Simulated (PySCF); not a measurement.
## Computed properties of C₃H₇NSi, SMILES CC1=NC[SiH2]1

C3H7NSi, SMILES CC1=NC[SiH2]1. Geometry: B3LYP-D3(BJ)/def2-SVP. This is a generated structure with no PubChem entry under its InChIKey; it may be hypothetical. The values are those of a single conformer. All values are computed for the isolated molecule unless a solvent is named; none is compared with measurement here.

**Structure.** The optimised structure has Cs symmetry. All 30 harmonic modes at B3LYP-D3(BJ)/def2-SVP (PySCF) are real, so it is a minimum. With heavy atoms numbered as in [CH3:1][C:2]1=[N:3][CH2:4][SiH2:5]1, the shortest bond between them is C2–N3 at 1.292 Å and the longest C4–Si5 at 1.915 Å.

**Vibrations.** The strongest infrared lines (harmonic, unscaled, degenerate partners summed) lie at 2193 cm⁻¹ (136 km/mol, H 98 %), 2203 cm⁻¹ (133 km/mol, H 96 %), 778 cm⁻¹ (112 km/mol, H 64 %, Si 21 %, C 10 %). The softest mode is at 137 cm⁻¹ and the zero-point energy is 57.3 kcal/mol.

**Electronic structure.** HF/def2-TZVP (PySCF) places the frontier levels at -10.00 and 2.67 eV, a gap of 12.67 eV, and gives a dipole moment of 1.98 D and a mean polarisability of 63.9 bohr³. PBE/def2-TZVP (PySCF) at the same geometry gives -5.41 and -1.60 eV, so its gap is 8.86 eV narrower. An orbital gap is neither the optical nor the fundamental gap.

**Excitations.** TDA-CAM-B3LYP/def2-SVPD (PySCF) has S1 at 4.50 eV (275 nm, f = 0.000, dark); the most intense of the 10 singlets computed lies at 7.90 eV (f = 0.09). T1 (TDA) is at 3.63 eV, 0.87 eV under S1. TDA-PBE/def2-SVPD (PySCF) puts S1 at 4.22 eV. No vertical singlet excitation falls in the visible range (under 3.1 eV).

**NMR.** GIAO shifts at KT2/pcSseg-1 (PySCF) (non-relativistic, atoms alike by connectivity averaged): ¹³C from 30.3 to 184.4 ppm against TMS; ¹H from 2.3 to 6.7 ppm against TMS; ²⁹Si at -7.3 ppm against TMS.

**Solvation.** SMD-M06-2X/def2-SVP (PySCF) gives -1.7 kcal/mol in water, -3.8 kcal/mol in acetone, -3.6 kcal/mol in acetonitrile (1 M in both phases, gas-phase geometry).
